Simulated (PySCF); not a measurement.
## Polarisability and C₆ of Pd (palladium, neutral)

[Kr] 4d9 5s1, high-spin 3D determinant (an excited configuration). All numbers are calculated (PySCF 2.14, a scalar-relativistic core potential, in aug-cc-pVTZ-PP with one added diffuse shell each of s, p, d, f, g type with ECP28MDF (7s7p6d4f3g, 113 functions)). Coupled (time-dependent) response in atomic units; α is the mean over directions.

```
method  mean α (bohr³)         α xx, yy, zz  C₆ (like pair)  S(−4)
 B3LYP           51.21  51.50, 51.50, 50.64           425.8   1839
 TPSSh           54.62  54.94, 54.94, 53.98           466.0   2071
```

S(−4) is the Cauchy moment in α(ω) = α(0) + S(−4) ω² + …

Spin-orbit coupling is absent.

α(iu) at B3LYP:

```csv
u (hartree),α(iu) (bohr³)
0,51.21
0.0500,47.11
0.100,38.72
0.200,25.06
0.300,17.67
0.500,10.85
0.750,7.199
1.00,5.289
1.50,3.294
2.00,2.269
3.00,1.265
5.00,0.5471
```

A single London oscillator, α(iu) = α/(1 + u²/ω²), gives C₆ = (3/4) ω α². Matching the computed C₆ needs ω = 4 × 425.8 / (3 × 51.21²) = 0.216 hartree.

The components differ because the open shell of this determinant is not spherical; for a pure term their mean is the scalar polarisability.

Energies and moments cover only the electrons outside the core potential.
